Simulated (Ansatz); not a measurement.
`C[SiH](F)O[SiH2]O` + H–F → `C[SiH](F)F` + `O[SiH2]O`  (ligand exchange at the Si–O bond)

Gas-phase electronic energies from Ansatz, PBE0-D4/def2-TZVP geometries. CBS: MP2 limit from def2 TZ/QZ plus the TZ coupled-cluster correction, frozen cores. This one scheme is used for every species. Functionals use def2-TZVPP. B3LYP here is the variant with VWN-RPA as its local correlation; programs differ in this. One conformer a species, not always the lowest.

`C[SiH](F)O[SiH2]O`:

Cartesian coordinates in Å:
```
C 0.274 -0.206 -2.021
Si -0.920 0.451 -0.777
F -1.915 -0.737 -0.360
O -0.173 0.961 0.574
Si 0.573 0.368 1.905
O 0.702 -1.265 1.843
H 0.847 -1.035 -1.598
H 0.975 0.573 -2.328
H -0.247 -0.566 -2.911
H -1.757 1.560 -1.284
H 1.959 0.878 1.946
H -0.217 0.800 3.084
H -0.101 -1.783 1.926
```

H–F:

Z-matrix (Å, degrees):
```
F
H 1 0.920
```

`C[SiH](F)F`:

```xyz
8

C    -0.093    0.966    0.188
Si    0.091   -0.840   -0.113
F     1.220   -1.092   -1.205
F    -1.262   -1.428   -0.708
H    -0.350    1.488   -0.737
H     0.839    1.387    0.573
H    -0.882    1.154    0.920
H     0.438   -1.636    1.081
```

`O[SiH2]O`:

Cartesian coordinates in Å:
```
O -0.631 0.589 1.165
Si -0.028 0.279 -0.330
O 0.693 -1.191 -0.453
H -1.362 0.050 1.472
H -1.102 0.232 -1.349
H 0.937 1.378 -0.559
H 1.494 -1.338 0.052
```

```json
{"level": "PBE-D4", "ΔE (kJ/mol)": "-26.3", "difference from CCSD(T)/CBS": "-5.2"}
{"level": "r2SCAN-D4", "ΔE (kJ/mol)": "-27.7", "difference from CCSD(T)/CBS": "-6.6"}
{"level": "PBE0-D4", "ΔE (kJ/mol)": "-22.5", "difference from CCSD(T)/CBS": "-1.4"}
{"level": "B3LYP-D4", "ΔE (kJ/mol)": "-22.4", "difference from CCSD(T)/CBS": "-1.3"}
{"level": "ωB97X-V", "ΔE (kJ/mol)": "-25.8", "difference from CCSD(T)/CBS": "-4.7"}
{"level": "ωB97M-V", "ΔE (kJ/mol)": "-25.6", "difference from CCSD(T)/CBS": "-4.5"}
{"level": "B2PLYP", "ΔE (kJ/mol)": "-30.0", "difference from CCSD(T)/CBS": "-8.9"}
{"level": "PBE", "ΔE (kJ/mol)": "-34.2", "difference from CCSD(T)/CBS": "-13.1"}
{"level": "r2SCAN", "ΔE (kJ/mol)": "-30.2", "difference from CCSD(T)/CBS": "-9.1"}
{"level": "PBE0", "ΔE (kJ/mol)": "-29.8", "difference from CCSD(T)/CBS": "-8.7"}
{"level": "B3LYP", "ΔE (kJ/mol)": "-34.8", "difference from CCSD(T)/CBS": "-13.7"}
{"level": "HF/def2-TZVPP", "ΔE (kJ/mol)": "-29.7", "difference from CCSD(T)/CBS": "-8.6"}
{"level": "MP2/def2-TZVPP", "ΔE (kJ/mol)": "-21.3", "difference from CCSD(T)/CBS": "-0.2"}
{"level": "SCS-MP2/def2-TZVPP", "ΔE (kJ/mol)": "-24.0", "difference from CCSD(T)/CBS": "-2.9"}
{"level": "CCSD/def2-TZVPP", "ΔE (kJ/mol)": "-23.2", "difference from CCSD(T)/CBS": "-2.1"}
{"level": "CCSD(T)/def2-TZVPP", "ΔE (kJ/mol)": "-22.2", "difference from CCSD(T)/CBS": "-1.1"}
{"level": "HF/def2-QZVPP", "ΔE (kJ/mol)": "-29.9", "difference from CCSD(T)/CBS": "-8.8"}
{"level": "MP2/def2-QZVPP", "ΔE (kJ/mol)": "-20.8", "difference from CCSD(T)/CBS": "0.3"}
{"level": "SCS-MP2/def2-QZVPP", "ΔE (kJ/mol)": "-23.4", "difference from CCSD(T)/CBS": "-2.3"}
{"level": "HF/CBS(def2)", "ΔE (kJ/mol)": "-29.9", "difference from CCSD(T)/CBS": "-8.8"}
{"level": "MP2/CBS(def2)", "ΔE (kJ/mol)": "-20.2", "difference from CCSD(T)/CBS": "0.9"}
{"level": "CCSD/CBS(def2)", "ΔE (kJ/mol)": "-22.1", "difference from CCSD(T)/CBS": "-1.0"}
{"level": "CCSD(T)/CBS", "ΔE (kJ/mol)": "-21.1", "difference from CCSD(T)/CBS": "0"}
```

Largest T1 diagnostic among the species: 0.011.

The D4 term adds +12.4 kJ/mol with B3LYP and +7.3 kJ/mol with PBE0; it sums over pairs of atoms, weighted by their polarisabilities, and B3LYP, whose exchange is more repulsive, gets the larger term. From PBE to PBE0 (25 % exact exchange), in def2-TZVPP and without D4, ΔE moves by +4.4 kJ/mol.
